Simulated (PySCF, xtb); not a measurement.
Si(F)(I)2(OH) (FHI₂OSi), SMILES [Si](I)(F)(O)I. One conformer was computed; it need not be the lowest.

Harmonic wavenumbers (cm⁻¹) from GFN2-xTB in xtb at its own minimum, in rising order: 72, 144, 172, 189, 194, 246, 365, 506, 744, 852, 983, 3648.

### Question
What does PBE-D3(BJ)/def2-SVP (PySCF 2.14.0) give at its own minimum? (The exact figures need the calculation; the answer reports its results.)

### Answer
77, 128, 193, 195, 212, 224, 358, 443, 774, 851, 943, 3735. Paired by order, the mean absolute difference is 26 cm⁻¹ and the zero-point energies are 11.6 and 11.6 kcal/mol.
